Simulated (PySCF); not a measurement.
Isomers of C4H4ClFO.

All values: PBE0/pcSseg-1 (PySCF) at GFN2-xTB geometries, gas phase, one conformer each.

Problem. Rank by dipole moment, highest first.
A. `[CH3:1]/[CH:2]=[C:3](\[Cl:4])[C:5](=[O:6])[F:7]` with C2–C3–C5–O6 -177°
B. `[CH3:1]/[CH:2]=[C:3](\[F:4])[C:5](=[O:6])[Cl:7]` with C2–C3–C5–O6 0°
C. `[F:1][C@H:2]1[O:3][CH2:4][CH:5]=[C:6]1[Cl:7]` with F1–C2–O3–C4 99°, C2–O3–C4–C5 16°, O3–C4–C5–C6 -8°, F1–C2–C6–C5 -105°
D. `[CH3:1]/[C:2](=[CH:3]\[F:4])[C:5](=[O:6])[Cl:7]` with C1–C2–C5–O6 180°

Solution. A (4.31 D), B (3.44 D), C (2.76 D), D (2.27 D).

Problem. Rank by the highest IAO charge on any atom, lowest value first.
A. `[CH3:1]/[CH:2]=[C:3](\[Cl:4])[C:5](=[O:6])[F:7]` with C2–C3–C5–O6 -177°
B. `[CH3:1]/[C:2](=[CH:3]\[F:4])[C:5](=[O:6])[Cl:7]` with C1–C2–C5–O6 180°
C. `[CH3:1]/[CH:2]=[C:3](\[F:4])[C:5](=[O:6])[Cl:7]` with C2–C3–C5–O6 0°

Solution. C (+0.327 e), B (+0.349 e), A (+0.596 e).

All values together:

```json
{"SMILES": "F[C@H]1OCC=C1Cl", "μ (D)": "2.76", "HOMO (eV)": "-7.75", "LUMO (eV)": "-0.63", "lowest IAO charge (e)": "-0.370 (O)", "highest IAO charge (e)": "+0.339 (C)", "lowest Hirshfeld charge (e)": "-0.144 (F)", "highest Hirshfeld charge (e)": "+0.114 (C)"}
{"SMILES": "C/C=C(\\F)C(=O)Cl", "μ (D)": "3.44", "HOMO (eV)": "-8.17", "LUMO (eV)": "-2.28", "lowest IAO charge (e)": "-0.430 (C)", "highest IAO charge (e)": "+0.327 (C)", "lowest Hirshfeld charge (e)": "-0.204 (O)", "highest Hirshfeld charge (e)": "+0.156 (C)"}
{"SMILES": "C/C=C(\\Cl)C(=O)F", "μ (D)": "4.31", "HOMO (eV)": "-8.07", "LUMO (eV)": "-2.10", "lowest IAO charge (e)": "-0.432 (C)", "highest IAO charge (e)": "+0.596 (C)", "lowest Hirshfeld charge (e)": "-0.219 (O)", "highest Hirshfeld charge (e)": "+0.215 (C)"}
{"SMILES": "C/C(=C\\F)C(=O)Cl", "μ (D)": "2.27", "HOMO (eV)": "-8.23", "LUMO (eV)": "-2.12", "lowest IAO charge (e)": "-0.432 (C)", "highest IAO charge (e)": "+0.349 (C)", "lowest Hirshfeld charge (e)": "-0.211 (O)", "highest Hirshfeld charge (e)": "+0.168 (C)"}
```

Conformers: `[F:1][C@H:2]1[O:3][CH2:4][CH:5]=[C:6]1[Cl:7]` with F1–C2–O3–C4 99°, C2–O3–C4–C5 16°, O3–C4–C5–C6 -8°, F1–C2–C6–C5 -105°; `[CH3:1]/[CH:2]=[C:3](\[F:4])[C:5](=[O:6])[Cl:7]` with C2–C3–C5–O6 0°; `[CH3:1]/[CH:2]=[C:3](\[Cl:4])[C:5](=[O:6])[F:7]` with C2–C3–C5–O6 -177°; `[CH3:1]/[C:2](=[CH:3]\[F:4])[C:5](=[O:6])[Cl:7]` with C1–C2–C5–O6 180°.
